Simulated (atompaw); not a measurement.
Cd: from the effect back to the setting (PAW (atompaw))

Base potential:

* Element: Cd (Z = 48)
* Generator: atompaw 4.2.0.5
* Type: PAW
* Functional: PBEsol
* Relativity: scalar-relativistic
* Frozen core: [Kr]
* Valence charge: 12
* Reference configuration: 4d10 5s2 5p0
* Partial waves: 5s (bound): rc 3.00 bohr; 5s channel at 4.1 Ry: rc 3.00 bohr; 5p (bound, empty): rc 3.00 bohr; 5p channel at 2.15 Ry: rc 3.00 bohr; 4d (bound): rc 3.00 bohr; 4d channel at 2.7 Ry: rc 3.00 bohr
* Local potential: troulliermartins scheme with l = 3 at 0 Ry, radius 2.80 bohr
* Core correction: smooth core density matched at 2.50 bohr
* Augmentation charge: sinc compensation charge, radius 2.95 bohr; PAW radius 3.00 bohr; waves and projectors: custom polynom2 7 10 vanderbiltortho

Cutoffs, loose and tight: the cutoffs (Ry, on a coarse ladder) from which the occupation-weighted sum of valence levels, in a spherical-Bessel basis at the reference potential, stays within 10 and 1 mRy of its value at 400 Ry. They see the waves, projectors and local potential, not the compensation charge or the core.

Only the scale of all radii (base = 1) is moved (1 further runs of the sweep failed or gave no value and are left out):

```tsv
scale of all radii (base = 1)	cutoff, loose	cutoff, tight	bound ghosts
0.85	40 Ry	80 Ry	none
1.08	12 Ry	30 Ry	none
1.19	10 Ry	25 Ry	none
1.28	8 Ry	21 Ry	none
```

Problem. One more run gave cutoff, loose: 25 Ry; cutoff, tight: 50 Ry; bound ghosts: none. Which value of the scale of all radii (base = 1) was used?

Solution. 0.95. The loose cutoff moves one way along this sweep, from 40 Ry at 0.85 to 8 Ry at 1.28, which places the run between 0.85 and 1.08.
